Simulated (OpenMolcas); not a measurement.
**OpenMolcas run: Au7+**

Input:

```
&GATEWAY
Coord
1

Au 0.0 0.0 0.0
Basis=ANO-R2
Group=XYZ
NoMove
AngMom=0.0 0.0 0.0
AMFI
&SEWARD
&RASSCF
FileOrb=start.orb
Symmetry=1
Spin=5
nActEl=4 0 0
Inactive=15 19
Ras2=5 0
CIRoot=5 5 1
SDav=5
CIMx=300
Iter=120 100
PrWF=0.3
OrbListing=Nothing
MaxOrb=0
Atom
>>> COPY $Project.JobIph JOBPRE
&RASSCF
FileOrb=start.orb
Symmetry=1
Spin=5
nActEl=4 0 0
Inactive=15 19
Ras2=10 0
CIRoot=5 5 1
SDav=210
CIMx=300
Iter=120 100
PrWF=0.3
OrbListing=Nothing
MaxOrb=0
Atom
>>> COPY $Project.JobIph JOB001
&RASSCF
FileOrb=start.orb
Symmetry=1
Spin=3
nActEl=4 0 0
Inactive=15 19
Ras2=10 0
CIRoot=45 45 1
SDav=990
CIMx=300
Iter=120 100
PrWF=0.3
OrbListing=Nothing
MaxOrb=0
Atom
>>> COPY $Project.JobIph JOB002
&RASSCF
FileOrb=start.orb
Symmetry=1
Spin=1
nActEl=4 0 0
Inactive=15 19
Ras2=10 0
CIRoot=50 50 1
SDav=825
CIMx=300
Iter=120 100
PrWF=0.3
OrbListing=Nothing
MaxOrb=0
Atom
>>> COPY $Project.JobIph JOB003
&RASSI
NrOfJobIphs=3 5 45 50
1 2 3 4 5
1 2 3 4 5 6 7 8 9 10 11 12 13 14 15 16 17 18 19 20 21 22 23 24 25 26 27
28 29 30 31 32 33 34 35 36 37 38 39 40 41 42 43 44 45
1 2 3 4 5 6 7 8 9 10 11 12 13 14 15 16 17 18 19 20 21 22 23 24 25 26 27
28 29 30 31 32 33 34 35 36 37 38 39 40 41 42 43 44 45 46 47 48 49 50
IphNames
JOB001
JOB002
JOB003
EJob
SpinOrbit
DIPRint=1.0
SOCoupling=1000.0
Subsets=2
MEES
Property=10
'ANGMOM' 1 'ANGMOM' 2 'ANGMOM' 3 'MLTPL  1' 1 'MLTPL  1' 2 'MLTPL  1' 3
'AMFI' 1 'AMFI' 2 'AMFI' 3 'MLTPL  2' 6
SOProperty=3
'ANGMOM' 1 'ANGMOM' 2 'ANGMOM' 3
```

A driver script runs the steps one by one and writes start.orb anew before each from the orbitals found so far.

Output, cut to the results:

```
--- SEWARD ---
Basis set label: AU.ANO-R...8S6P5D3F1G.

      Electronic valence basis set:
      ------------------
      Associated Effective Charge  79.000000 au
      Associated Actual Charge     79.000000 au
      Nuclear Model: Finite nucleus - Gaussian distribution
        Gaussian exponent, Xi/bohr**(-2):  1.42230E+08

      Shell  nPrim  nBasis  Cartesian Spherical Contaminant
         s      26       8        X
         p      20       6        X
         d      15       5                 X
         f      10       3                 X
         g       4       1                 X
                  Relativistic X2C integrals
                  Atomic mean-field integrals
--- RASSCF ---
Wave function specifications:
      -----------------------------

      Number of closed shell electrons          68
      Number of electrons in active shells       4
      Max number of holes in RAS1 space          0
      Max nr of electrons in RAS3 space          0
      Number of inactive orbitals               34
      Number of active orbitals                 10
      Number of secondary orbitals              37
      Spin quantum number                      2.0
      State symmetry                             1
Orbital specifications:
      -----------------------

      Symmetry species                           1   2
                                                ag  au
      Frozen orbitals                            0   0
      Inactive orbitals                         15  19
      Active orbitals                           10   0
      RAS1 orbitals                              0   0
      RAS2 orbitals                             10   0
      RAS3 orbitals                              0   0
      Secondary orbitals                        17  20
      Deleted orbitals                           0   0
      Number of basis functions                 42  39
      Number of CSFs                           210
      Number of root(s) required                 5
      Iter CI   SX   CI       RASSCF       Energy    max ROT     max BLB   max BLB  Level Ln srch  Step   QN
          iter iter root      energy       change     param      element    value   shift minimum  type update
 Nr of preliminary CI iterations:   1
      Total energies have been shifted. Add               -18000.00 au
        1   1    5    0  -996.81245324    0.00E+00  -4.83E-01*  18  31 1 -1.01E-03*  0.00   0.00    SX    NO
        2   1    5    0  -996.81477946   -2.33E-03*  1.03E-01*  10  22 1  5.76E-04*  0.00   0.00    SX    NO
        3   1    5    0  -996.81489865   -1.19E-04*  2.25E-02   18  31 1  4.89E-04*  0.00   0.00    SX    NO
        4   1    4    0  -996.81490475   -6.10E-06*  5.06E-03   16  39 2  1.37E-04*  0.00   0.00    SX    NO
        5   1    4    0  -996.81490510   -3.50E-07*  1.63E-03   10  22 1 -6.73E-05   0.00   1.18    QN   YES
        6   1    4    0  -996.81490512   -1.79E-08*  6.57E-05   16  39 2  4.37E-05   0.00   0.81    QN   YES
        7   1    3    0  -996.81490512   -2.10E-09   6.03E-05   10  22 1 -2.22E-06   0.00   1.02    QN   YES
      Convergence after  7 iterations
        8   1    3    0  -996.81490512   -1.46E-11   6.03E-05   15  27 1  1.79E-06   0.00   1.02    QN   YES
      Natural orbitals and occupation numbers for root  1
      sym 1:   0.999729   0.999691   0.999695   0.999683   0.000000   0.000306   0.000313   0.000303   0.000273   0.000008
      Natural orbitals and occupation numbers for root  2
      sym 1:   0.000000   0.999726   0.999683   0.999704   0.999685   0.000008   0.000276   0.000295   0.000313   0.000311
      Natural orbitals and occupation numbers for root  3
      sym 1:   0.999683   0.999692   0.000000   0.999694   0.999729   0.000313   0.000304   0.000305   0.000008   0.000273
::    RASSCF root number  1 Total energy: -18996.81490512
::    RASSCF root number  2 Total energy: -18996.81490512
::    RASSCF root number  3 Total energy: -18996.81490512
::    RASSCF root number  4 Total energy: -18996.81490512
::    RASSCF root number  5 Total energy: -18996.81490512
--- RASSCF ---
Wave function specifications:
      -----------------------------

      Number of closed shell electrons          68
      Number of electrons in active shells       4
      Max number of holes in RAS1 space          0
      Max nr of electrons in RAS3 space          0
      Number of inactive orbitals               34
      Number of active orbitals                 10
...
--- RASSI ---
SPIN-FREE ENERGIES:
  (Shifted by EMIN (a.u.) =     -18996.8149051191)

 SF State       Relative EMIN(au)   Rel lowest level(eV)    D:o, cm**(-1)      L_eff

     1             0.0000000000        0.0000000000              0.0000         2.0
     2             0.0000000000        0.0000000000              0.0000         2.0
     3             0.0000000000        0.0000000000              0.0000         2.0
     4             0.0000000000        0.0000000000              0.0000         2.0
     5             0.0000000000        0.0000000000              0.0000         2.0
     6             0.1003783683        2.7314345504          22030.5054         5.0
     7             0.1003783683        2.7314345504          22030.5054         5.0
     8             0.1003783683        2.7314345504          22030.5054         5.0
     9             0.1003783683        2.7314345504          22030.5054         5.0
    10             0.1003783683        2.7314345504          22030.5054         5.0
    11             0.1003783683        2.7314345504          22030.5054         5.0
    12             0.1003783683        2.7314345504          22030.5054         5.0
    13             0.1003783683        2.7314345504          22030.5054         5.0
    14             0.1003783683        2.7314345504          22030.5054         5.0
    15             0.1003783683        2.7314345504          22030.5054         5.0
    16             0.1003783683        2.7314345504          22030.5054         5.0
    17             0.1134362971        3.0867588955          24896.3895         1.0
    18             0.1134362971        3.0867588955          24896.3895         1.0
    19             0.1134362971        3.0867588955          24896.3895         1.0
    20             0.1153626656        3.1391780513          25319.1785         3.0
    21             0.1153626656        3.1391780513          25319.1785         3.0
...
```

Levels above the lowest, from the spin-orbit matrix, grouped by J:

```tsv
Configuration	Term	J	E (cm⁻¹)	g	Term weight %	Second
5d⁴	⁵D	0	0.0		58	37 ³P(1)
5d⁴	⁵D	1	8733	1.499	82	17 ³P(1)
5d⁴	⁵D	2	15582	1.463	89	3 ³P(1)
5d⁴	⁵D	3	20448	1.430	81	9 ³F(1)
5d⁴	⁵D	4	22746	1.319	52	27 ³F(1)
5d⁴	³P(1)	0	31912		43	40 ⁵D
5d⁴	³H	4	33693	1.031	53	26 ⁵D
5d⁴	³G	3	39393	0.916	63	17 ³F(1)
5d⁴	³F(1)	2	40806	0.853	61	19 ¹D(1)
5d⁴	³H	5	41894	1.074	76	24 ³G
5d⁴	³P(1)	1	43156	1.351	71	15 ³D
5d⁴	³H	6	45335	1.114	68	32 ¹I
5d⁴	³G	4	49669	1.032	65	17 ¹G(1)
5d⁴	³D	2	51437	1.228	45	36 ³P(1)
5d⁴	³D	3	53299	1.177	42	34 ³F(1)
5d⁴	³F(1)	4	53728	1.156	42	20 ¹G(1)
5d⁴	³F(1)	3	58713	1.087	39	27 ³G
5d⁴	¹D(1)	2	61509	1.129	34	27 ³P(1)
5d⁴	³G	5	62563	1.160	76	24 ³H
5d⁴	¹I	6	64877	1.053	68	32 ³H
5d⁴	³D	1	64898	0.673	83	11 ³P(1)
5d⁴	³F(2)	4	72066	1.106	36	34 ¹G(1)
5d⁴	³P(1)	2	73631	1.198	23	22 ³P(2)
5d⁴	¹S(1)	0	73879		70	20 ³P(1)
```

Without dynamic correlation excited terms often stand tens of per cent too high (terms of higher spin than the ground term too low), and those without a measured partner can miss by more than the paired ones. Active for correlation alone: 6d; no level in the range computed is led by a configuration that fills it, so any true level of that kind is missing. Levels of configurations outside the active space are missing. The first state left out of the spin-orbit step lies near 480000 cm-1 above the lowest spin-free state of the reference (among the parities and spins computed), and the list stops at four fifths of that energy or lower. The table shows the lowest 24 of 34 levels.

The term weight is that of the spin-free term in the level, not the purity of its configuration. A number in round brackets counts repeated terms of one configuration in the order of the reference energies.
